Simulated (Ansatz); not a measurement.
One change: `[Cl][Al]([Cl])[Cl]` becomes `[F][Al]([Cl])[Cl]`.

Ansatz, PBE0-D4/def2-TZVP geometries, multiplicity 1. 

```
                                                                                  property  `[Cl][Al]([Cl])[Cl]`
                                                     LUMO energy (ωB97M-V/def2-TZVPP) / eV                  0.50
ideal-gas entropy at 298 K and 1 bar (rigid rotor, harmonic PBE0-D4/def2-TZVP) / J/(mol·K)                   314
                                                       LUMO energy (B3LYP/def2-TZVPP) / eV                 -1.53
                                                     HOMO energy (ωB97M-V/def2-TZVPP) / eV                -11.62
                                                         HOMO energy (PBE/def2-TZVPP) / eV                 -7.95
                                          size of the dipole moment (B3LYP/def2-TZVPP) / D                  0.00
```

Task: What does the change do to each property? (Best estimate.)

Result: Ansatz gave: 
```csv
property,`[F][Al]([Cl])[Cl]`,shift
LUMO energy (ωB97M-V/def2-TZVPP) / eV,0.41,-0.09
"ideal-gas entropy at 298 K and 1 bar (rigid rotor, harmonic PBE0-D4/def2-TZVP) / J/(mol·K)",311,-3
LUMO energy (B3LYP/def2-TZVPP) / eV,-1.61,-0.08
HOMO energy (ωB97M-V/def2-TZVPP) / eV,-11.89,-0.27
HOMO energy (PBE/def2-TZVPP) / eV,-8.18,-0.23
size of the dipole moment (B3LYP/def2-TZVPP) / D,0.47,0.47
```

With PBE0 the HOMO falls by 0.25 eV and the LUMO falls by 0.05 eV, so the gap widens by about 0.20 eV. PBE moves the HOMO by -0.23 eV and ωB97M-V by -0.27 eV.

B3LYP here is the variant with VWN-RPA as its local correlation; programs differ in this.
